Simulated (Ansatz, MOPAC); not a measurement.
Molecule: CH$_{2}$BI$_{2}$, charge -1, multiplicity 1. SMILES: [CH2-]B(I)I

Atoms: C1, B2, I3, I4, H5, H6. Bonds: C1-B2, C1-H5, C1-H6, B2-I3, B2-I4.

Bond lengths (Å) and angles (degrees) optimised at PM6 with MOPAC; PM7 with MOPAC; HF/STO-3G with Ansatz (an electronic-structure program); HF/3-21G with Ansatz, each started from the B3LYP-D3(BJ)/def2-TZVP structure (Ansatz) of the last column. A row stands for all coordinates that are equal there; 6 of 7 kinds are shown. No wavenumbers were computed at HF/STO-3G, so these may be saddle points.

```json
[
 {"coordinate": "C1-B2", "PM6": "1.411", "PM7": "1.431", "HF/STO-3G": "1.372", "HF/3-21G": "1.408", "B3LYP-D3(BJ)/def2-TZVP": "1.418"},
 {"coordinate": "C1-H5", "PM6": "1.067", "PM7": "1.076", "HF/STO-3G": "1.079", "HF/3-21G": "1.078", "B3LYP-D3(BJ)/def2-TZVP": "1.086"},
 {"coordinate": "B2-I3", "PM6": "2.181", "PM7": "2.177", "HF/STO-3G": "2.221", "HF/3-21G": "2.313", "B3LYP-D3(BJ)/def2-TZVP": "2.236"},
 {"coordinate": "C1-B2-I3", "PM6": "122.9", "PM7": "120.7", "HF/STO-3G": "122.2", "HF/3-21G": "123.4", "B3LYP-D3(BJ)/def2-TZVP": "123.2"},
 {"coordinate": "I3-B2-I4", "PM6": "114.2", "PM7": "118.6", "HF/STO-3G": "115.6", "HF/3-21G": "113.2", "B3LYP-D3(BJ)/def2-TZVP": "113.7"},
 {"coordinate": "B2-C1-H5", "PM6": "122.0", "PM7": "123.9", "HF/STO-3G": "123.9", "HF/3-21G": "122.5", "B3LYP-D3(BJ)/def2-TZVP": "122.5"}
]
```

Mean signed difference of all 5 bond lengths from B3LYP-D3(BJ)/def2-TZVP: PM6 -0.031 Å, PM7 -0.025 Å, HF/STO-3G -0.018 Å, HF/3-21G 0.026 Å.
